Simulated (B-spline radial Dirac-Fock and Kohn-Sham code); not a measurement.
Level of theory: the Dirac equation of a negative muon with reduced mass in the field of a spherical finite nucleus, with the Uehling potential to all orders; nuclear polarisation, deformation, hyperfine structure, self-energy, higher-order vacuum polarisation, relativistic recoil and electron screening are left out; a B-spline atomic structure program. The nuclear charge is a Fermi distribution (skin thickness 2.3 fm).

**Question.** A muonic atom of atomic mass 155.92 u emits these computed lines: 2p3/2 → 1s1/2 4522 keV, 3d5/2 → 2p3/2 1537 keV, 4f7/2 → 3d5/2 550.4 keV, 5g9/2 → 4f7/2 253.4 keV. Which element is it, and what rms charge radius was used?

**Answer.** Europium (Z = 63, nuclide ¹⁵⁶Eu); the high transitions hardly feel the nucleus and fix Z. The 2p → 1s line lies 4469 keV below the value for a point nucleus without QED, which for this nuclear model gives a radius near 5.13 fm (5.1264 fm was used).
